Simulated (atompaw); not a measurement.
**How hard is this vanadium PAW (atompaw) potential?**

* Element: vanadium (V)
* Generator: atompaw 4.2.0.5
* Type: PAW
* Functional: PBE
* Relativity: scalar-relativistic
* Frozen core: [Ne]
* Valence charge: 13
* Reference configuration: 3s2 3p6 3d3 4s2 4p0
* Partial waves: 3s (bound): rc 1.65 bohr; 4s (bound): rc 1.85 bohr; 3p (bound): rc 1.40 bohr; 4p (bound, empty): rc 1.80 bohr; 3d (bound): rc 1.75 bohr; 3d channel at 0.5 Ry: rc 1.75 bohr
* Local potential: bessel scheme, radius 1.55 bohr
* Core correction: smooth core density matched at 1.15 bohr
* Augmentation charge: besselshape compensation charge, radius 1.35 bohr; PAW radius 1.85 bohr; waves and projectors: custom polynom vanderbiltortho

The pseudo-atom Hamiltonian at the reference potential is diagonalised in spherical Bessel functions j_l(qr) that vanish at 20 bohr, with q² up to the cutoff. All-electron valence levels (Ry): 3s -5.1622, 4s -0.3456, 3p -3.2370, 4p -0.1061, 3d -0.3796.

Q: How do the lowest levels (Ry) of each channel move with the cutoff, and are there ghosts?

A:

| cutoff (Ry) | s #1 | s #2 | p #1 | p #2 | p #3 | d #1 | d #2 | f #1 | f #2 | Σ f·Δε (mRy) |
| --- | --- | --- | --- | --- | --- | --- | --- | --- | --- | --- |
| 8 | -4.7891 | -0.3236 | -0.2112 | 0.0276 | 0.1305 | 0.0412 | 0.1091 | 0.1064 | 0.2252 | 20207.2 |
| 12 | -5.1005 | -0.3433 | -0.9709 | -0.0631 | 0.0547 | 0.0086 | 0.0745 | 0.1064 | 0.2252 | 14888.7 |
| 15 | -5.1430 | -0.3451 | -2.3464 | -0.1013 | 0.0454 | -0.0957 | 0.0588 | 0.1064 | 0.2251 | 6234.3 |
| 21 | -5.1612 | -0.3454 | -3.0557 | -0.1059 | 0.0445 | -0.3380 | 0.0530 | 0.1064 | 0.2251 | 1214.8 |
| 25 | -5.1613 | -0.3455 | -3.1903 | -0.1060 | 0.0445 | -0.3659 | 0.0527 | 0.1064 | 0.2251 | 322.9 |
| 35 | -5.1619 | -0.3456 | -3.2348 | -0.1061 | 0.0445 | -0.3781 | 0.0525 | 0.1064 | 0.2251 | 17.7 |
| 45 | -5.1622 | -0.3456 | -3.2356 | -0.1061 | 0.0445 | -0.3787 | 0.0525 | 0.1064 | 0.2251 | 11.0 |
| 50 | -5.1622 | -0.3456 | -3.2358 | -0.1061 | 0.0445 | -0.3793 | 0.0525 | 0.1064 | 0.2251 | 8.1 |
| 60 | -5.1622 | -0.3456 | -3.2365 | -0.1061 | 0.0445 | -0.3795 | 0.0525 | 0.1064 | 0.2251 | 3.3 |
| 70 | -5.1622 | -0.3456 | -3.2369 | -0.1061 | 0.0445 | -0.3795 | 0.0525 | 0.1064 | 0.2251 | 1.0 |
| 90 | -5.1622 | -0.3456 | -3.2369 | -0.1061 | 0.0445 | -0.3796 | 0.0525 | 0.1064 | 0.2251 | 0.4 |
| 400 | -5.1622 | -0.3456 | -3.2370 | -0.1061 | 0.0445 | -0.3796 | 0.0525 | 0.1064 | 0.2251 | 0.0 |

Result: no extra level below or beside the all-electron valence levels (s, p, d, f tested); 10 mRy is reached at 50 Ry and 1 mRy at 70 Ry.
